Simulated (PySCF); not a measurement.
PySCF input for In(F)(Br)(vinyl) (C2H3BrFIn), SMILES C=[CH][In]([F])[Br], TDA-PBE/def2-SVPD. Geometry: B3LYP-D3(BJ)/def2-SVP. The structure was generated by enumeration; whether it is a known compound was not checked. The def2 effective core potentials stand for the cores of In; spin–orbit coupling is left out. Other conformers were not sampled.

```python
import numpy as np
from pyscf import gto, scf, dft, tdscf

mol = gto.M(
    atom='''
    In    0.39684477   -0.52056050    0.00000000
    F     2.35970751   -0.60604221    0.00000000
    Br   -0.45697023    1.82650744    0.00000000
    C    -0.89039059   -2.22210209    0.00000000
    C    -2.21883734   -2.06667443    0.00000000
    H    -0.43982028   -3.22038041    0.00000000
    H    -2.89509653   -2.93114264    0.00000000
    H    -2.69851883   -1.08173398    0.00000000
    ''',
    basis='def2-SVPD',
    ecp={'In': 'def2-svp'},
    charge=0,
    spin=0,
    symmetry=True,
    max_memory=1600,
    verbose=4,
)
mf = dft.RKS(mol, xc='pbe').density_fit(auxbasis='def2-universal-jkfit')
mf.grids.level = 3
mf.conv_tol = 1e-9
mf.max_cycle = 100
mf.kernel()
mf.grids = dft.Grids(mol).set(level=1).build(with_non0tab=True)  # coarser grid for the response kernel
td = tdscf.TDA(mf)
td.singlet = True
td.nstates = 10
td.conv_tol = 1e-4
td.positive_eig_threshold = 1e-6
td.kernel(x0=td.get_init_guess(mf, 15))
td.analyze()
tt = tdscf.TDA(mf)
tt.singlet = False
tt.nstates = 4
tt.conv_tol = 1e-4
tt.positive_eig_threshold = 1e-6
tt.kernel(x0=tt.get_init_guess(mf, 9))
tt.analyze(verbose=3)
```

Output:

```
PySCF version 2.14.0

[INPUT] verbose = 4
[INPUT] num. atoms = 8
[INPUT] num. electrons = 80
[INPUT] charge = 0
[INPUT] spin (= nelec alpha-beta = 2S) = 0
[INPUT] symmetry True subgroup None
[INPUT] Mole.unit = angstrom
[INPUT] Symbol           X                Y                Z      unit          X                Y                Z       unit  Magmom
[INPUT]  1 In     0.396844770000  -0.520560500000   0.000000000000 AA    0.749927929266  -0.983716776267   0.000000000000 Bohr   0.0
[INPUT]  2 F      2.359707510000  -0.606042210000   0.000000000000 AA    4.459200927979  -1.145253796826   0.000000000000 Bohr   0.0
[INPUT]  3 Br    -0.456970230000   1.826507440000   0.000000000000 AA   -0.863548581780   3.451598826080   0.000000000000 Bohr   0.0
[INPUT]  4 C     -0.890390590000  -2.222102090000   0.000000000000 AA   -1.682594358990  -4.199164370924   0.000000000000 Bohr   0.0
[INPUT]  5 C     -2.218837340000  -2.066674430000   0.000000000000 AA   -4.192994887558  -3.905448661342   0.000000000000 Bohr   0.0
[INPUT]  6 H     -0.439820280000  -3.220380410000   0.000000000000 AA   -0.831139873230  -6.085636991815   0.000000000000 Bohr   0.0
[INPUT]  7 H     -2.895096530000  -2.931142640000   0.000000000000 AA   -5.470939545879  -5.539056821635   0.000000000000 Bohr   0.0
[INPUT]  8 H     -2.698518830000  -1.081733980000   0.000000000000 AA   -5.099461530682  -2.044180961836   0.000000000000 Bohr   0.0

nuclear repulsion = 425.189509606721
point group symmetry = Cs
symmetry origin: [ 8.74873293e-10 -2.44964495e-09  0.00000000e+00]
symmetry axis x: [1.00000000e+00 3.38283306e-09 0.00000000e+00]
symmetry axis y: [-3.38283306e-09  1.00000000e+00  0.00000000e+00]
symmetry axis z: [0. 0. 1.]
num. orbitals of irrep A' = 112
num. orbitals of irrep A" = 48
number of shells = 64
number of NR pGTOs = 273
number of NR cGTOs = 160
basis = def2-SVPD
ecp = {'In': 'def2-svp'}


******** <class 'pyscf.df.df_jk.DFSymAdaptedRKS'> ********
method = DFSymAdaptedRKS
initial guess = minao
damping factor = 0
level_shift factor = 0
DIIS = <class 'pyscf.scf.diis.CDIIS'>
diis_start_cycle = 1
diis_space = 8
diis_damp = 0
SCF conv_tol = 1e-09
SCF conv_tol_grad = None
SCF max_cycles = 100
direct_scf = False
XC library pyscf.dft.libxc version 7.1.2
    S. Lehtola, C. Steigemann, M. J. T. Oliveira, and M. A. L. Marques,  SoftwareX 7, 1–5 (2018)
XC functionals = pbe
    J. P. Perdew, K. Burke, and M. Ernzerhof,  Phys. Rev. Lett. 77, 3865 (1996)
    J. P. Perdew, K. Burke, and M. Ernzerhof,  Phys. Rev. Lett. 78, 1396 (1997)
    J. P. Perdew, K. Burke, and M. Ernzerhof,  Phys. Rev. Lett. 77, 3865 (1996)
    J. P. Perdew, K. Burke, and M. Ernzerhof,  Phys. Rev. Lett. 78, 1396 (1997)
radial grids:
    Treutler-Ahlrichs [JCP 102, 346 (1995); DOI:10.1063/1.469408] (M4) radial grids

becke partition: Becke, JCP 88, 2547 (1988); DOI:10.1063/1.454033
pruning grids: <function nwchem_prune>
grids dens level: 3
symmetrized grids: True
atomic radii adjust function: <function treutler_atomic_radii_adjust>
small_rho_cutoff = 0
Freeze 0 electrons in irreps []
    80 free electrons in irreps A' A"
Set gradient conv threshold to 3.16228e-05
Initial guess from minao.
tot grids = 114224
init E= -2918.93060062499
HOMO (A") = -0.593485389331763  LUMO (A') = -0.552546227091165  gap/eV = 1.11401
cycle= 1 E= -2938.81474422795  delta_E= -19.9  |g|= 2.96  |ddm|= 21.7
HOMO (A') = 0.0104906459842911  LUMO (A") = 0.0297049288465772  gap/eV = 0.52285
cycle= 2 E= -2864.25941759507  delta_E= 74.6  |g|= 9.22  |ddm|=  143
HOMO (A") = -0.341009801467582  LUMO (A') = -0.2961894492397  gap/eV = 1.21962
cycle= 3 E= -2940.13566326557  delta_E= -75.9  |g|= 1.96  |ddm|=  143
HOMO (A') = -0.235630634425613  LUMO (A") = -0.223838142084073  gap/eV = 0.32089
cycle= 4 E= -2940.06240689137  delta_E= 0.0733  |g|=  2.1  |ddm|= 4.62
HOMO (A") = -0.232169488894549  LUMO (A') = -0.106618115523453  gap/eV = 3.41643
cycle= 5 E= -2941.08005108309  delta_E= -1.02  |g|= 0.547  |ddm|= 4.37
HOMO (A') = -0.239939164799988  LUMO (A") = -0.118580428957664  gap/eV = 3.30234
cycle= 6 E= -2941.10165670444  delta_E= -0.0216  |g|= 0.532  |ddm|=  2.1
HOMO (A') = -0.252789458193078  LUMO (A") = -0.109650004326486  gap/eV = 3.89502
cycle= 7 E= -2941.17681516447  delta_E= -0.0752  |g|= 0.166  |ddm|=  1.1
HOMO (A') = -0.264198056487794  LUMO (A') = -0.107287258642522  gap/eV = 4.26976
cycle= 8 E= -2941.18277383237  delta_E= -0.00596  |g|= 0.0888  |ddm|= 0.27
HOMO (A') = -0.260920775185168  LUMO (A') = -0.106817817781852  gap/eV = 4.19336
cycle= 9 E= -2941.18450497397  delta_E= -0.00173  |g|= 0.0151  |ddm|= 0.116
HOMO (A') = -0.261364850570167  LUMO (A') = -0.106759078094541  gap/eV = 4.20704
cycle= 10 E= -2941.18458021644  delta_E= -7.52e-05  |g|= 0.00356  |ddm|= 0.0432
HOMO (A') = -0.261723664941972  LUMO (A') = -0.106815371477452  gap/eV = 4.21527
cycle= 11 E= -2941.18458402463  delta_E= -3.81e-06  |g|= 0.00116  |ddm|= 0.00629
HOMO (A') = -0.261637215312951  LUMO (A') = -0.106776746052994  gap/eV = 4.21397
cycle= 12 E= -2941.18458431225  delta_E= -2.88e-07  |g|= 0.000364  |ddm|= 0.00201
HOMO (A') = -0.261661121564412  LUMO (A') = -0.106769522830263  gap/eV = 4.21482
cycle= 13 E= -2941.18458434372  delta_E= -3.15e-08  |g|= 0.000142  |ddm|= 0.000808
HOMO (A') = -0.261656068060577  LUMO (A') = -0.106779867802523  gap/eV = 4.21440
cycle= 14 E= -2941.18458435022  delta_E= -6.5e-09  |g|= 2.96e-05  |ddm|= 0.000285
HOMO (A') = -0.261653931709932  LUMO (A') = -0.106777902577399  gap/eV = 4.21439
cycle= 15 E= -2941.18458435039  delta_E= -1.68e-10  |g|= 4.91e-06  |ddm|= 7.98e-05
HOMO (A') = -0.261654922950739  LUMO (A') = -0.106778557074612  gap/eV = 4.21440
Extra cycle  E= -2941.18458435039  delta_E= -4.55e-12  |g|= 6.01e-06  |ddm|= 1.93e-05
converged SCF energy = -2941.18458435039
tot grids = 38496
Overwritten attributes  positive_eig_threshold  of <class 'pyscf.tdscf.rks.TDA'>


******** <class 'pyscf.tdscf.rks.TDA'> for <class 'pyscf.df.df_jk.DFSymAdaptedRKS'> ********
nstates = 10 singlet
deg_eia_thresh = 1.000e-03
wfnsym = None
conv_tol = 0.0001
eigh lindep = 1e-12
eigh level_shift = 0
eigh max_cycle = 100


Excitation energies (eV)
[4.30917518 4.41315019 4.50182229 4.5906418  4.92547248 5.06931855
 5.40113551 5.70374927 5.79717816 5.8254157 ]

** Singlet excitation energies and oscillator strengths **
Excited State   1:   A"      4.30918 eV    287.72 nm  f=0.0003
      40 -> 42        0.70331
Excited State   2:   A'      4.41315 eV    280.94 nm  f=0.0208
      38 -> 41        0.12267
      40 -> 41        0.68711
Excited State   3:   A"      4.50182 eV    275.41 nm  f=0.0096
      39 -> 41        0.70160
Excited State   4:   A'      4.59064 eV    270.08 nm  f=0.0080
      38 -> 41        0.13199
      39 -> 42       -0.67354
Excited State   5:   A"      4.92547 eV    251.72 nm  f=0.0044
      37 -> 41        0.28730
      38 -> 42       -0.63822
Excited State   6:   A"      5.06932 eV    244.58 nm  f=0.0017
      37 -> 41        0.64336
      38 -> 42        0.28239
Excited State   7:   A'      5.40114 eV    229.55 nm  f=0.1344
      34 -> 41        0.16212
      36 -> 41        0.22018
      37 -> 42        0.18668
      37 -> 43        0.12602
      38 -> 41        0.56440
      39 -> 43       -0.16322
Excited State   8:   A'      5.70375 eV    217.37 nm  f=0.0307
      35 -> 42        0.29318
      36 -> 41       -0.42480
      37 -> 42        0.42268
      37 -> 43        0.19225
Excited State   9:   A"      5.79718 eV    213.87 nm  f=0.0039
      35 -> 41        0.52795
      36 -> 42        0.46004
Excited State  10:   A"      5.82542 eV    212.83 nm  f=0.0151
      35 -> 41        0.46458
      36 -> 42       -0.51441

** Transition electric dipole moments (AU) **
state          X           Y           Z        Dip. S.      Osc.
  1         0.0000     -0.0000      0.0543      0.0029      0.0003
  2         0.4151      0.1416      0.0000      0.1923      0.0208
  3         0.0000      0.0000      0.2955      0.0873      0.0096
  4        -0.1205      0.2385     -0.0000      0.0714      0.0080
  5         0.0000      0.0000      0.1910      0.0365      0.0044
  6        -0.0000     -0.0000      0.1156      0.0134      0.0017
  7        -0.1377     -0.9984     -0.0000      1.0158      0.1344
  8         0.3046      0.3559      0.0000      0.2195      0.0307
  9         0.0000      0.0000     -0.1648      0.0271      0.0039
 10         0.0000      0.0000     -0.3258      0.1061      0.0151

WARN: ECP detected. Skipping calculation of transition velocity and magnetic dipole moments, which have not yet been implemented.



******** <class 'pyscf.tdscf.rks.TDA'> for <class 'pyscf.df.df_jk.DFSymAdaptedRKS'> ********
nstates = 4 triplet
deg_eia_thresh = 1.000e-03
wfnsym = None
conv_tol = 0.0001
eigh lindep = 1e-12
eigh level_shift = 0
eigh max_cycle = 100


Excitation energies (eV)
[4.05164336 4.16362567 4.21715717 4.24199989]

** Triplet excitation energies and oscillator strengths **
Excited State   1:   A'      4.05164 eV    306.01 nm  f=0.0000
Excited State   2:   A'      4.16363 eV    297.78 nm  f=0.0000
Excited State   3:   A"      4.21716 eV    294.00 nm  f=0.0000
Excited State   4:   A"      4.24200 eV    292.28 nm  f=0.0000
```

Self-consistency was reached.
